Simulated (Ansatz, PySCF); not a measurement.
Si(H)(SeH)3 (H4Se3Si), SMILES [SeH][SiH]([SeH])[SeH]. Atoms are numbered in the order given.

```xyz
8

Si     0.0214     0.5133    -0.0350
Se    -0.6504    -0.6674    -1.8872
Se    -1.4043     0.4361     1.7590
Se     2.0145    -0.4150     0.6200
H      0.1142     1.9639    -0.3506
H     -1.7297     0.2905    -2.2086
H     -1.4194    -1.0398     1.7724
H      2.5776    -0.3969    -0.7471
```
Charge 0, spin multiplicity 1.

Geometry: B3LYP-D3(BJ)/def2-SVP. The values are those of a single conformer.

Two levels are set side by side: PBE-D3(BJ)/def2-SVP (Ansatz, a quantum-chemistry and plane-wave program) and B3LYP-D3(BJ)/def2-SVP (Ansatz). Each level has its own optimised geometry; the coordinates shown are those of the second. Frequencies come from the Hessian of PySCF at each geometry. Differences are taken from unrounded values.

```csv
quantity,B3LYP-D3(BJ)
mean bond length (Å),1.829
bond Si1–Se2 (Å),2.297
bond Si1–Se3 (Å),2.293
bond Si1–Se4 (Å),2.294
bond Si1–H5 (Å),1.487
bond Se2–H6 (Å),1.478
bond Se3–H7 (Å),1.476
bond Se4–H8 (Å),1.479
highest harmonic wavenumber (cm⁻¹),2410
mean harmonic wavenumber (cm⁻¹),832
zero-point energy (kcal/mol),21.42
```

**Question.** What does PBE-D3(BJ) give, and how far is it from B3LYP-D3(BJ)? (Estimate from the structure and the level; the computed values follow.)

**Answer.** 
```json
[
 {"quantity": "mean bond length (Å)", "PBE-D3(BJ)": "1.837", "PBE-D3(BJ) minus B3LYP-D3(BJ)": "0.008"},
 {"quantity": "bond Si1–Se2 (Å)", "PBE-D3(BJ)": "2.301", "PBE-D3(BJ) minus B3LYP-D3(BJ)": "0.004"},
 {"quantity": "bond Si1–Se3 (Å)", "PBE-D3(BJ)": "2.297", "PBE-D3(BJ) minus B3LYP-D3(BJ)": "0.004"},
 {"quantity": "bond Si1–Se4 (Å)", "PBE-D3(BJ)": "2.296", "PBE-D3(BJ) minus B3LYP-D3(BJ)": "0.002"},
 {"quantity": "bond Si1–H5 (Å)", "PBE-D3(BJ)": "1.503", "PBE-D3(BJ) minus B3LYP-D3(BJ)": "0.016"},
 {"quantity": "bond Se2–H6 (Å)", "PBE-D3(BJ)": "1.488", "PBE-D3(BJ) minus B3LYP-D3(BJ)": "0.010"},
 {"quantity": "bond Se3–H7 (Å)", "PBE-D3(BJ)": "1.486", "PBE-D3(BJ) minus B3LYP-D3(BJ)": "0.010"},
 {"quantity": "bond Se4–H8 (Å)", "PBE-D3(BJ)": "1.489", "PBE-D3(BJ) minus B3LYP-D3(BJ)": "0.010"},
 {"quantity": "highest harmonic wavenumber (cm⁻¹)", "PBE-D3(BJ)": "2357", "PBE-D3(BJ) minus B3LYP-D3(BJ)": "-53"},
 {"quantity": "mean harmonic wavenumber (cm⁻¹)", "PBE-D3(BJ)": "809", "PBE-D3(BJ) minus B3LYP-D3(BJ)": "-24"},
 {"quantity": "zero-point energy (kcal/mol)", "PBE-D3(BJ)": "20.81", "PBE-D3(BJ) minus B3LYP-D3(BJ)": "-0.61"}
]
```

Exact exchange shortens and stiffens bonds; PBE has none. Differences between two approximate levels are no errors against the true value.
